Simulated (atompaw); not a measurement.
# u(r) = r·R(r): atom against pseudo-atom (K (Z = 19))

Columns: radius, all-electron u(r) and pseudo u(r) of the 4s shell (level -6.12 eV) of potassium in the configuration [Ne] 3s2 3p6 3d0 4s0 4p0; LDA (PW92), scalar-relativistic, PAW (atompaw) scheme, atompaw 4.2.0.5.

```
r (bohr)  all-electron  pseudo
   0.115        0.0150  0.0158
   0.231        0.1519  0.0318
   0.346        0.1211  0.0479
   0.462        0.0089  0.0643
   0.577       -0.1094  0.0809
   0.692       -0.2001  0.0980
   0.808       -0.2532  0.1157
   0.923       -0.2692  0.1337
   1.038       -0.2552  0.1524
   1.154       -0.2183  0.1719
   1.269       -0.1662  0.1919
   1.385       -0.1040  0.2128
   1.500       -0.0373  0.2344
   1.615        0.0310  0.2567
   1.731        0.0988  0.2801
   1.846        0.1634  0.3040
   1.962        0.2244  0.3290
   2.077        0.2802  0.3543
   2.192        0.3307  0.3802
   2.308        0.3761  0.4066
   2.423        0.4156  0.4325
   2.538        0.4498  0.4578
   2.654        0.4789  0.4818
   2.769        0.5027  0.5034
   2.885        0.5221  0.5221
   3.000        0.5369  0.5369
```

(1) How many radial nodes do the two functions have?

(2) Is the pseudo-wave norm-conserving?

## Answers

(1) The all-electron 4s function has n − l − 1 = 3 (the table is too coarse to show those close to the nucleus); the pseudo-wave has 0, since the states of the same l below it are removed with the core.

(2) No, it belongs to a PAW set: the norm inside the radius is not constrained, and the difference is carried by the augmentation charge.
